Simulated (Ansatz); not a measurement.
Molecule: SnH, net charge 1, singlet state. SMILES: [SnH+]

Atoms: Sn1, H2. Bonds: Sn1-H2.

Bond lengths (Å) and angles (degrees) optimised at PBE/6-31G* with LANL2DZ past Ar with Ansatz (a quantum-chemistry and plane-wave program); B3LYP/LANL2DZ with Ansatz; B3LYP/6-31G* with LANL2DZ past Ar with Ansatz; MP2/6-31G* with LANL2DZ past Ar with Ansatz, each started from the B3LYP-D3(BJ)/def2-TZVP structure (Ansatz) of the last column. A row stands for all coordinates that are equal there. 6-31G* holds six Cartesian d functions.

```csv
coordinate,PBE/6-31G* with LANL2DZ past Ar,B3LYP/LANL2DZ,B3LYP/6-31G* with LANL2DZ past Ar,MP2/6-31G* with LANL2DZ past Ar,B3LYP-D3(BJ)/def2-TZVP
Sn1-H2,1.795,1.770,1.771,1.769,1.767
```

Mean signed difference of all 1 bond lengths from B3LYP-D3(BJ)/def2-TZVP: PBE/6-31G* with LANL2DZ past Ar 0.028 Å, B3LYP/LANL2DZ 0.003 Å, B3LYP/6-31G* with LANL2DZ past Ar 0.004 Å, MP2/6-31G* with LANL2DZ past Ar 0.002 Å.
